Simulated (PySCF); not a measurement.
## How methods differ on the ionisation energy of N⁺

N⁺ [He] 2s2 2p2 (3P) → N²⁺ [He] 2s2 2p1 (2P), as a difference of total energies. Calculation: PySCF 2.14, in dyall-av3z (15s9p3d2f, 71 functions); scalar relativity by spin-free X2C-1e. Correlated levels: valence: 1s2 frozen; virtual orbitals above 40 to 60 times the deepest correlated orbital energy dropped. The calculations carry no spin-orbit coupling.

Order these methods by the ionisation energy they give, lowest first.
A. PBEsol
B. PBE
C. r2SCAN
D. TPSSh

A (29.826 eV), D (29.849 eV), B (29.899 eV), C (30.136 eV).

Errors of the correlated levels include the incompleteness of this basis and the frozen core.

For comparison: 29.601 eV (semi-empirical (NIST evaluation); NIST Atomic Spectra Database, ionization energies).
